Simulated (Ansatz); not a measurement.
A nudged elastic band was laid between two geometries of C$_{2}$H$_{8}$OS$_{2}$Si (14 atoms, charge 0, multiplicity 1).

Method: Ansatz, RKS PBE-D4/cc-pVDZ.

```json
{
 "movable images": "5",
 "climbing image": "yes",
 "spring": "5.0 eV/Å²",
 "optimiser": "quadratic models (default)",
 "start path": "through a guess of the saddle point",
 "force threshold": "0.03 eV/Å",
 "iteration limit": "60",
 "end points": "relaxed"
}
```

Initial state:

```xyz
14
Properties=species:S:1:pos:R:3
C -0.182 -2.036 0.161
Si 1.040 -0.714 -0.391
O 0.962 0.666 0.633
C 0.542 1.931 0.216
S -1.153 2.420 0.796
S -2.392 1.228 -0.400
H 0.017 -2.980 -0.389
H -0.068 -2.239 1.245
H -1.226 -1.730 -0.039
H 0.794 -0.266 -1.815
H 2.446 -1.246 -0.251
H 1.178 2.713 0.688
H 0.562 2.056 -0.890
H -2.533 0.168 0.463
```

Final state:

```xyz
14
Properties=species:S:1:pos:R:3
C -0.173 -2.021 0.235
Si 1.071 -0.713 -0.304
O 0.949 0.706 0.661
C 0.509 1.944 0.189
S -1.229 2.396 0.663
S -2.373 1.190 -0.614
H -1.208 -1.736 -0.035
H 0.064 -2.985 -0.261
H -0.118 -2.176 1.331
H 0.898 -0.321 -1.755
H 2.468 -1.236 -0.071
H 1.094 2.757 0.675
H 0.584 2.044 -0.916
H -2.548 0.121 0.231
```

Q: Which bonds break or form, and what moves?

A: No bond is made or broken. The dihedral H9–C1–Si2–O3 goes from 71 to -50°. The two ends are copies of one structure, up to a mirror image or an exchange of like atoms.

Q: Give the energies along the band, and the barrier.

A: The forces met the threshold. The highest image is number 3 of 0 to 6, 1.7 kcal/mol above the ends, which have the same energy within 2 meV. A vibrational analysis at the climbing image gives one clearly imaginary mode, 137i cm⁻¹, and a faint second one (17i cm⁻¹) that may be numerical noise or a soft torsion: probably a first-order saddle point.

```
image  path coordinate (Å)  energy (kcal/mol)  dihedral H9–C1–Si2–O3 (°)
    0                 0.00                0.0                         71
    1                 1.01                0.3                         60
    2                 2.02                1.0                         39
    3                 3.03                1.7                          3
    4                 3.95                1.1                        -29
    5                 4.86                0.4                        -47
    6                 5.78                0.0                        -50
```

Q: What is the geometry of the highest image?

A: 
```xyz
14
Properties=species:S:1:pos:R:3
C 0.066 -2.290 0.217
Si 0.895 -0.706 -0.390
O 0.427 0.509 0.737
C 0.449 1.871 0.406
S -1.200 2.678 0.641
S -2.340 1.725 -0.834
H -0.589 -2.727 -0.563
H 0.811 -3.052 0.518
H -0.559 -2.045 1.099
H 0.452 -0.288 -1.773
H 2.404 -0.832 -0.392
H 1.102 2.440 1.109
H 0.778 2.067 -0.639
H -2.708 0.619 -0.108
```

Run time: 4.8 min on 2 threads of Intel(R) Xeon(R) 6975P-C (Granite Rapids), with other jobs on the host, peak memory 0.23 GiB.
